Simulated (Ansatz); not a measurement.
Sr6Te6: single points at one geometry.

```yaml
crystal:
  periodic: [false, false, false]
  atoms:
    - {symbol: Sr, position_ang: [-4.652054, 2.700306, -0.591758]}
    - {symbol: Sr, position_ang: [4.830279, 2.797320, 0.170841]}
    - {symbol: Sr, position_ang: [-0.107026, -5.507064, 0.430488]}
    - {symbol: Sr, position_ang: [4.654778, -2.764961, 0.327301]}
    - {symbol: Sr, position_ang: [0.155994, 5.502281, -0.527219]}
    - {symbol: Sr, position_ang: [-4.897400, -2.709673, 0.206242]}
    - {symbol: Te, position_ang: [2.906667, -5.236727, 0.344496]}
    - {symbol: Te, position_ang: [3.118987, 5.293226, 0.060018]}
    - {symbol: Te, position_ang: [5.927826, -0.019867, 0.284400]}
    - {symbol: Te, position_ang: [-3.109858, -5.135144, 0.484061]}
    - {symbol: Te, position_ang: [-2.768150, 5.007540, -1.127561]}
    - {symbol: Te, position_ang: [-6.060043, 0.072763, -0.061308]}
basis:
  gaussian: {orbitals: def2-TZVP, initial_orbitals: start.molden}
hamiltonian: {xc: pbe0, dispersion: d4}
scf: {omitted_lower_state_checks: [starts]}
output: {orbitals: {seedname: orbitals}}
```

The file start.molden holds the orbitals of an earlier run on this structure, at another level or in another basis.

```sh
$ ansatz run in.yaml --threads 6 --pin off --events-out ev --progress --plain --max-ram 7833MiB
```

Output, abridged:

```
Functional definition: PBE0
4560 factors; their error is unknown
the host lacks memory for fits, so the integrals are decomposed
4680 factors; integrals over basis functions are off by at most 1.6e-4 eV
mean field evaluation 1: about -48792.3871 eV, gradient 4.0e1 eV
mean field evaluation 2: about -48793.0577 eV, gradient 9.8e-1 eV
mean field evaluation 4: about -48793.5559 eV, gradient 9.6e-3 eV
mean field -48793.55596346 eV, -1793.1301081972 hartree, gradient 8.8e-5 eV, S^2 0.000000; 0 other end points of the search recorded, 0 dependent functions left out
reference -48793.55603371 eV, -1793.1301107785 hartree; 102, 102 occupied and 396, 396 virtual orbitals, 4680 factors
Total energy: -48793.99855175 eV, -1793.1463730167 hartree
Checks for a lower state left out: starts
```

Hardware: 6 threads of Intel Xeon on a shared host. Wall time 29 s, peak host memory 4.1 GiB.

As the first input, with `gaussian: {orbitals: def2-SVP, initial_orbitals: start.molden}`, `hamiltonian: {xc: pbe, dispersion: d4}` (abridged; 7.5 s):

```
Functional definition: PBE
mean field -48787.84236711 eV, -1792.9201374041 hartree, gradient 8.6e-5 eV, S^2 0.000000
Total energy: -48788.33404297 eV, -1792.9382061584 hartree
Checks for a lower state left out: starts
```

The first input with `gaussian: {orbitals: def2-SVP, initial_orbitals: start.molden}`, `correlation: {method: mp2}` and without the key `hamiltonian` (abridged; 17 s):

```
Functional definition: HF
mean field -48567.44809833 eV, -1784.8207974149 hartree, gradient 2.8e-6 eV, S^2 0.000000
24 core orbitals not correlated: weight in the atoms' cores, before any rotation towards them, 1.000 or more for the frozen orbitals, at most 0.000 for the correlated occupied ones
second order -31.46392809 eV of doubles, -0.00000000 eV of singles
Total energy: -48598.91202642 eV, -1785.9770754452 hartree
Checks for a lower state left out: starts
```

The first input with `hamiltonian: {xc: pbe, dispersion: d4}`, `output: {forces: true, orbitals: {seedname: orbitals}}` (abridged; 21 s):

```
Functional definition: PBE
mean field -48790.82178355 eV, -1793.0296289387 hartree, gradient 6.7e-5 eV, S^2 0.000000
Total energy: -48791.31347082 eV, -1793.0476981127 hartree
Atom 0 force    -0.019717     0.013961    -0.002496 eV/Å
Atom 1 force     0.023107     0.011483     0.000254 eV/Å
Atom 2 force    -0.000616    -0.024727     0.001602 eV/Å
Atom 3 force     0.020566    -0.011583     0.001177 eV/Å
Atom 4 force    -0.002033     0.026364    -0.002298 eV/Å
Atom 5 force    -0.021955    -0.012610     0.000316 eV/Å
Atom 6 force    -0.002441     0.001746    -0.003063 eV/Å
Atom 7 force    -0.003663    -0.003079     0.008418 eV/Å
Atom 8 force    -0.003856     0.002263    -0.001561 eV/Å
Atom 9 force     0.001094     0.004390     0.001170 eV/Å
Atom 10 force     0.006352    -0.007282    -0.009837 eV/Å
Atom 11 force     0.003163    -0.000926     0.006319 eV/Å
Dipole moment:    -0.025846     0.030486     0.026666 e Å
Checks for a lower state left out: starts
```

The first input with `hamiltonian: {xc: r2scan, dispersion: d4}` (abridged; 27 s):

```
Functional definition: r2SCAN
mean field -48812.30677086 eV, -1793.8191876593 hartree, gradient 1.4e-5 eV, S^2 0.000000
Total energy: -48812.41953104 eV, -1793.8233315193 hartree
Checks for a lower state left out: starts
```

The first input with `gaussian: {orbitals: def2-SVP, initial_orbitals: start.molden}` (abridged; 18 s):

```
Functional definition: PBE0
mean field -48790.75744420 eV, -1793.0272645112 hartree, gradient 1.3e-5 eV, S^2 0.000000
Total energy: -48791.20002539 eV, -1793.0435290699 hartree
Checks for a lower state left out: starts
```

Geometry: PBE0-D4/def2-SVP.

In the def2 sets Sr, Te take a core potential; there is no spin–orbit coupling. Correlated methods freeze 24 core orbitals; core or outer-core shells of Sr, Te are correlated, in sets that lack core-valence functions. The structure comes from a short search, and lower isomers may exist.
